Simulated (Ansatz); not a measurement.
Start from `[F][GeH2][O][SiH3]` and change one atom or group to get `[SiH3][O][GeH2][SiH3]`.

Ansatz, PBE0-D4/def2-TZVP geometries, multiplicity 1. Each molecule was computed in one conformer, which needn't be the lowest.

Scalar relativity is left out up to krypton.

```csv
property,`[F][GeH2][O][SiH3]`
HOMO energy (ωB97M-V/def2-TZVPP) / eV,-11.16
LUMO energy (ωB97M-V/def2-TZVPP) / eV,1.61
HOMO–LUMO gap (B3LYP/def2-TZVPP) / eV,8.28
HOMO–LUMO gap (ωB97M-V/def2-TZVPP) / eV,12.78
HOMO–LUMO gap (PBE0/def2-TZVPP) / eV,8.73
HOMO energy (PBE0/def2-TZVPP) / eV,-8.86
```

(1) Give the same properties after the change, and the shifts. (An estimate is asked.)

## Answers

(1) Ansatz gave: 
```tsv
property	`[SiH3][O][GeH2][SiH3]`	shift
HOMO energy (ωB97M-V/def2-TZVPP) / eV	-10.32	0.84
LUMO energy (ωB97M-V/def2-TZVPP) / eV	1.20	-0.41
HOMO–LUMO gap (B3LYP/def2-TZVPP) / eV	7.26	-1.02
HOMO–LUMO gap (ωB97M-V/def2-TZVPP) / eV	11.52	-1.26
HOMO–LUMO gap (PBE0/def2-TZVPP) / eV	7.65	-1.08
HOMO energy (PBE0/def2-TZVPP) / eV	-8.22	0.64
```

With PBE0 the HOMO rises by 0.64 eV and the LUMO falls by 0.43 eV, so the gap narrows by about 1.07 eV. PBE moves the HOMO by 0.44 eV and ωB97M-V by 0.84 eV.

B3LYP here is the variant with VWN-RPA as its local correlation; programs differ in this.
